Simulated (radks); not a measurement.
Results of a calculation; reference values are marked as such.
Trend from Mg to Ar: ionisation energy by Delta-SCF between NIST ground configurations, and size. Level of theory: Dirac Kohn-Sham, PBE, spin-unpolarised, spherical densities, point nucleus; open shells fill j = l - 1/2 first (a radial shooting solver on a logarithmic mesh with Libxc functionals).

species,configuration,IE (eV),NIST (eV),kind,outermost,<r> outermost (bohr),r at 0.001 e/bohr^3 (bohr)
Mg,[Ne] 3s2,7.960,7.646,exp.,3s1/2,3.15,4.52
Al,[Ne] 3s2 3p1,5.772,5.986,exp.,3p1/2,3.44,4.54
Si,[Ne] 3s2 3p2,7.755,8.152,exp.,3p1/2,2.79,4.44
P,[Ne] 3s2 3p3,9.696,10.487,exp.,3p3/2,2.38,4.27
S,[Ne] 3s2 3p4,11.726,10.360,exp.,3p3/2,2.08,4.08
Cl,[Ne] 3s2 3p5,13.822,12.968,exp.,3p3/2,1.85,3.91
Ar,[Ar],15.992,15.760,exp.,3p3/2,1.67,3.75

Reference values: NIST Atomic Spectra Database (exp. = measured, semi-emp. = semi-empirical, theory = theoretical value adopted there). Spin polarisation and multiplet splitting are left out, so open shells lie too high by an amount that depends on their filling.

Beside tabulated values, note that spin-unpolarised runs miss the spin-polarisation part of the exchange energy of open shells.
